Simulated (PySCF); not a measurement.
In(OH)(SMe)2, SMILES C[S][In]([OH])[S]C (C2H7InOS2), singlet at its CAM-B3LYP/def2-SVP optimised geometry (Å):

```
13

In    -0.0604    -0.2771     0.0000
O     -1.0133    -2.0234    -0.0011
H     -1.9743    -1.9349    -0.0029
S     -1.3862     1.7238     0.0000
C     -3.0797     1.0292    -0.0107
H     -3.2749     0.4292    -0.9095
H     -3.7687     1.8842    -0.0156
H     -3.2864     0.4301     0.8861
S      2.3205    -0.2771     0.0000
C      2.6750     1.5200     0.0120
H      2.2847     2.0234    -0.8818
H      3.7687     1.6172     0.0143
H      2.2821     2.0120     0.9110
```

Method: CAM-B3LYP/def2-TZVP, def2 effective core potentials past Kr run with PySCF 2.14.0. The core electrons that the potentials of In replace are not part of the density. Cells within 0.4 Å of a nucleus heavier than hydrogen are left out (blank, or x).

Map of the electrostatic potential (hartree/e), clipped to [-0.08, 0.12] on the plane z = 0.0 Å:

```
|4444444433333333334444444444444|
|4444444333333333334444444444444|
|4444444333333333334444444444444|
|4444444433333333334444444444444|
|4444444433333333334444444444444|
|4444444433333333344444444444444|
|4444444443333333344444444444444|
|4444555444444333444444544444444|
|4445677656999854444556665554444|
|4456999979999996545699998865444|
|44569999999xx998655899999996544|
|44569999999xx99976699xx99996544|
|4445799xx9999999997999x99996444|
|4445699xx9999999999999999765444|
|4445699999999999999999998544444|
|444556899889999x99999x999544443|
|44445566667999xx9999xx998433333|
|4444555667799999999999995333333|
|4444555679999999999999973333333|
|4444555799999999997787532233333|
|444455579999xx97655544332233333|
|4444455689999993334333332333333|
|4444445566669610123333333333333|
|4444444444320000122333333333333|
|4444444443210001122333333333333|
|4444444433221111222333333333333|
|4444444333322222223333333333333|
|4444443333332222233333333333333|
|4444333333333323333333333333333|
|4443333333333333333333333333333|
|4443333333333333333333333333333|
```
Scale: ten equal steps from -0.080 (start of '0') to 0.120 (end of '9'), in the order '0123456789'; x runs from -6.00 to 6.00, y from -6.00 (bottom) to 6.00 (top).
